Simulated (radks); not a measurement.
Values are calculated unless marked as measured or tabulated.
Ionisation of the lanthanum ion La2+, [Xe] 5d1, to La3+, [Xe], under several functionals. Scalar-relativistic Kohn-Sham, spin-polarised, spherical densities, finite nucleus; open shells are filled with parallel spins first (spin-orbit coupling, left out, can overturn this in heavy ions); a radial shooting solver on a logarithmic mesh with Libxc functionals.

functional,E(La2+) (hartree),Exc (hartree),IE (eV),-e(HOMO) (eV),<r> HOMO (bohr),IE error (eV)
exchange-only B88,-8490.1827,-200.6496,18.212,14.195,2.641,-0.966
Wu-Cohen GGA,-8491.4475,-201.9437,19.090,14.990,2.572,-0.087
AM05,-8486.1474,-196.6178,19.040,14.944,2.568,-0.137
exchange-only r2SCAN,-8490.3283,-200.3186,17.633,13.800,2.615,-1.545
B86b exchange with PBE correlation,-8493.1454,-203.6523,19.133,15.027,2.581,-0.044
"LDA (Slater exchange, Perdew-Wang correlation)",-8485.8697,-196.3312,19.242,15.125,2.580,+0.065
SCAN,-8493.8621,-203.9333,18.632,14.720,2.573,-0.546
PBEsol,-8489.0189,-199.4982,19.090,14.991,2.572,-0.088
exchange-only LDA,-8480.4500,-190.8506,18.089,14.092,2.644,-1.089
OLYP,-8495.4706,-206.1067,19.072,14.875,2.569,-0.105

NIST Atomic Spectra Database: 19.177 eV (measured). Closest: B86b exchange with PBE correlation. The Delta-SCF values span 1.61 eV, the total energies 15.02 hartree. The highest occupied level is 5d. Open shells are spherical and high-spin; term and fine-structure splittings are not resolved. Spin-orbit splitting is averaged out at the scalar-relativistic level.
